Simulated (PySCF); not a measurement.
Structure problem from calculated spectra and properties.

Formula: C4HN3OS.

| Quantity | Value |
| --- | --- |
| Polarisability | 85.9 au [B3LYP/def2-SVPD] |
| Triplet | lowest triplet excitation (Tamm–Dancoff): 2.75 eV [TDA B3LYP/def2-SVPD] |
| UV, strongest line | among the 8 lowest singlet transitions: S4 at 4.68 eV (265 nm, f = 0.113) [TDDFT B3LYP/def2-SVPD] |
| Rotational structure | rotational constants A, B, C: 2.126, 1.460, 0.866 GHz [GFN2-xTB] |
| 13C NMR | chemical shifts (computed TMS as zero) by class: 188.1 (1 C), 162.7 (1 C), 141.7 (1 C), 114.2 (1 C) ppm [GIAO PBE0/pcSseg-1] |
| UV, first state | lowest singlet excitation: 3.13 eV (396 nm, f = 0.000) [TDDFT B3LYP/def2-SVPD] |
| Dipole | 3.03 D [B3LYP/def2-SVPD] |
| NMR, other nuclei | isotropic shieldings of nuclei other than C and H, by class: -210 (1 N), -204 (1 N), -103 (1 N), -379 (1 O), -94 (1 S) ppm [GIAO PBE0/pcSseg-1] |

Electronic properties: PySCF, gas phase, density fitting. Levels stand in brackets. Isolated species at its GFN2-xTB geometry (one conformer only). Each NMR value is the plain mean over a class of atoms that symmetry, rotation or inversion makes alike.

Q: Give a SMILES that accounts for the data.

A: Numbering: `[N:1]#[C:2][c:3]1[s:4][n:5][n:6][c:7]1[CH:8]=[O:9]`. Its formula, C4HN3OS, gives 6 degrees of unsaturation: 1 ring and 5 π bonds in the structure found (Kekulé form). 4 carbons fall into 4 classes; from least to most shielded: aldehyde carbon [C8] (188.1 ppm), substituted aromatic carbon [C7] (162.7 ppm), substituted aromatic carbon [C3] (141.7 ppm), nitrile carbon [C2] (114.2 ppm). The other shieldings belong to: -210 ppm, pyridine-type nitrogen [N6]; -204 ppm, pyridine-type nitrogen [N5]; -103 ppm, nitrile nitrogen [N1]; -379 ppm, aldehyde oxygen [O9]; -94 ppm, ring sulfur [S4]. S1 is mainly HOMO→LUMO (weight 0.90); the largest Löwdin shares of the orbital it empties are 0.44 on the aldehyde oxygen, 0.15 on a pyridine-type nitrogen, 0.12 on a pyridine-type nitrogen and 0.10 on the aldehyde carbon, of the orbital it fills 0.20 on a substituted aromatic carbon, 0.20 on the ring sulfur, 0.11 on a substituted aromatic carbon and 0.11 on the nitrile nitrogen. The optimised geometry has point group Cs and is an asymmetric top. Structure: `N#CC1=C(C=O)N=NS1`. The assignments are read from this structure; whether some other isomer fits the data as well wasn't checked.

Shape of the structure used: `[N:1]#[C:2][c:3]1[s:4][n:5][n:6][c:7]1[CH:8]=[O:9]`: N6–C7–C8–O9 180°.
